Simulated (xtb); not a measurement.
Job for xtb: GFN2-xTB on CH2O2 (SMILES O=CO), a point of a torsion scan.

```
$ xtb mol.xyz --gfn 2 --sp --chrg 0 --uhf 0
5

O     -1.39168563    -0.66188389    -0.47388078
C     -0.44934832    -0.11845565     0.00007795
O      0.81349099    -0.46788350    -0.25935399
H     -0.53719811     0.74793731     0.69048834
H      1.45802300     0.22101007    -0.05666193
```

Program output:

```
[...]
           -------------------------------------------------
          |                Calculation Setup                |
           -------------------------------------------------



           -------------------------------------------------
          |                 G F N 2 - x T B                 |
           -------------------------------------------------

        Reference                      10.1021/acs.jctc.8b01176
      * Hamiltonian:
        H0-scaling (s, p, d)           1.850000    2.230000    2.230000
        zeta-weighting                 0.500000
      * Dispersion:
        s8                             2.700000
        a1                             0.520000
        a2                             5.000000
        s9                             5.000000
      * Repulsion:
        kExp                           1.500000    1.000000
        rExp                           1.000000
      * Coulomb:
        alpha                          2.000000
        third order                    shell-resolved
        anisotropic                    true
        a3                             3.000000
        a5                             4.000000
        cn-shift                       1.200000
        cn-exp                         4.000000
        max-rad                        5.000000


          ...................................................
          :                      SETUP                      :
          :.................................................:
          :  # basis functions                  14          :
          :  # atomic orbitals                  14          :
          :  # shells                            8          :
          :  # electrons                        18          :
          :  max. iterations                   250          :
          :  Hamiltonian                  GFN2-xTB          :
          :  restarted?                      false          :
          :  GBSA solvation                  false          :
          :  PC potential                    false          :
          :  electronic temp.          300.0000000     K    :
          :  accuracy                    1.0000000          :
          :  -> integral cutoff          0.2500000E+02      :
          :  -> integral neglect         0.1000000E-07      :
          :  -> SCF convergence          0.1000000E-05 Eh   :
          :  -> wf. convergence          0.1000000E-03 e    :
          :  Broyden damping             0.4000000          :
          :  net charge                          0          :
          :  unpaired electrons                  0          :
          ...................................................

 iter      E             dE          RMSdq      gap      omega  full diag
   1    -11.3285402 -0.113285E+02  0.585E+00    5.77       0.0  T
   2    -11.3547005 -0.261603E-01  0.288E+00    4.81       1.0  T
   3    -11.3560899 -0.138939E-02  0.169E+00    5.15       1.0  T
   4    -11.3576452 -0.155529E-02  0.184E-01    4.95       1.0  T
   5    -11.3576232  0.220432E-04  0.144E-01    5.01       1.0  T
   6    -11.3577044 -0.811989E-04  0.178E-02    4.97       2.5  T
   7    -11.3577046 -0.193240E-06  0.517E-03    4.97       8.7  T
   8    -11.3577046  0.162711E-07  0.371E-03    4.97      12.0  T
   9    -11.3577046 -0.460797E-07  0.612E-04    4.97      73.1  T
  10    -11.3577046 -0.409806E-11  0.410E-04    4.97     109.0  T

   *** convergence criteria satisfied after 10 iterations ***

         #    Occupation            Energy/Eh            Energy/eV
      -------------------------------------------------------------
         1        2.0000           -0.7618908             -20.7321
       ...           ...                  ...                  ...
         3        2.0000           -0.6641396             -18.0722
         4        2.0000           -0.6381075             -17.3638
         5        2.0000           -0.5949372             -16.1891
         6        2.0000           -0.5699080             -15.5080
         7        2.0000           -0.5299868             -14.4217
         8        2.0000           -0.4945747             -13.4581
         9        2.0000           -0.4395395             -11.9605 (HOMO)
        10                         -0.2567961              -6.9878 (LUMO)
        11                          0.0481907               1.3113
        12                          0.1006876               2.7398
        13                          0.2914298               7.9302
        14                          0.6370158              17.3341
      -------------------------------------------------------------
                  HL-Gap            0.1827434 Eh            4.9727 eV
             Fermi-level           -0.3481678 Eh           -9.4741 eV

 SCC (total)                   0 d,  0 h,  0 min,  0.002 sec
 SCC setup                      ...        0 min,  0.000 sec (  6.621%)
 Dispersion                     ...        0 min,  0.000 sec (  1.492%)
 classical contributions        ...        0 min,  0.000 sec (  0.885%)
 integral evaluation            ...        0 min,  0.000 sec ( 11.325%)
 iterations                     ...        0 min,  0.001 sec ( 57.266%)
 molecular gradient             ...        0 min,  0.000 sec ( 18.025%)
 printout                       ...        0 min,  0.000 sec (  3.975%)

         :::::::::::::::::::::::::::::::::::::::::::::::::::::
         ::                     SUMMARY                     ::
         :::::::::::::::::::::::::::::::::::::::::::::::::::::
         :: total energy             -11.270477671445 Eh    ::
         :: gradient norm              0.008139897133 Eh/a0 ::
         :: HOMO-LUMO gap              4.972701643345 eV    ::
         ::.................................................::
         :: SCC energy               -11.357704586219 Eh    ::
         :: -> isotropic ES            0.041666395110 Eh    ::
         :: -> anisotropic ES          0.003714778944 Eh    ::
         :: -> anisotropic XC         -0.001584425234 Eh    ::
         :: -> dispersion             -0.001221789083 Eh    ::
         :: repulsion energy           0.087226914774 Eh    ::
         :: add. restraining           0.000000000000 Eh    ::
         :: total charge               0.000000000000 e     ::
         :::::::::::::::::::::::::::::::::::::::::::::::::::::

           -------------------------------------------------
          |                Property Printout                |
           -------------------------------------------------

    * Orbital Energies and Occupations

         #    Occupation            Energy/Eh            Energy/eV
      -------------------------------------------------------------
         1        2.0000           -0.7618908             -20.7321
         2        2.0000           -0.7385560             -20.0971
         3        2.0000           -0.6641396             -18.0722
         4        2.0000           -0.6381075             -17.3638
         5        2.0000           -0.5949372             -16.1891
         6        2.0000           -0.5699080             -15.5080
         7        2.0000           -0.5299868             -14.4217
         8        2.0000           -0.4945747             -13.4581
         9        2.0000           -0.4395395             -11.9605 (HOMO)
        10                         -0.2567961              -6.9878 (LUMO)
        11                          0.0481907               1.3113
        12                          0.1006876               2.7398
        13                          0.2914298               7.9302
        14                          0.6370158              17.3341
      -------------------------------------------------------------
                  HL-Gap            0.1827434 Eh            4.9727 eV
Note: The following floating-point exceptions are signalling: IEEE_DENORMAL
normal termination of xtb
             Fermi-level           -0.3481678 Eh           -9.4741 eV

     #   Z          covCN         q      C6AA      α(0)
     1   8 O        0.856    -0.322    20.185     6.024
     2   6 C        2.631     0.345    21.155     7.524
     3   8 O        1.659    -0.352    19.949     6.030
     4   1 H        0.921     0.001     3.033     2.724
     5   1 H        0.805     0.328     0.641     1.258

 Mol. C6AA /au·bohr⁶  :        257.162917
 Mol. C8AA /au·bohr⁸  :       5406.812463
 Mol. α(0) /au        :         23.558180


Wiberg/Mayer (AO) data.
largest (>0.10) Wiberg bond orders for each atom

 ---------------------------------------------------------------------------
     #   Z sym  total        # sym  WBO       # sym  WBO       # sym  WBO
 ---------------------------------------------------------------------------
     1   8 O    2.113 --     2 C    1.860     3 O    0.179
     2   6 C    3.922 --     1 O    1.860     3 O    1.142     4 H    0.920
     3   8 O    2.217 --     2 C    1.142     5 H    0.873     1 O    0.179
     4   1 H    1.000 --     2 C    0.920
     5   1 H    0.892 --     3 O    0.873
 ---------------------------------------------------------------------------

Topologies differ in total number of bonds
Writing topology from bond orders to xtbtopo.mol

molecular dipole:
                 x           y           z       tot (Debye)
 q only:        0.916       0.777       0.428
   full:        1.132       1.079       0.623       4.280
molecular quadrupole (traceless):
                xx          xy          yy          xz          yz          zz
 q only:        0.202      -0.209      -0.375      -0.888      -0.788       0.173
  q+dip:       -0.847      -0.149       0.086      -1.134      -0.879       0.761
   full:       -0.850      -0.171      -0.002      -1.201      -1.517       0.853


           -------------------------------------------------
          | TOTAL ENERGY              -11.270477671445 Eh   |
          | GRADIENT NORM               0.008139897133 Eh/α |
          | HOMO-LUMO GAP               4.972701643345 eV   |
           -------------------------------------------------

------------------------------------------------------------------------
------------------------------------------------------------------------
 total:
 SCF:
```

The run finished.

Cost: roughly 0.04 core-seconds.
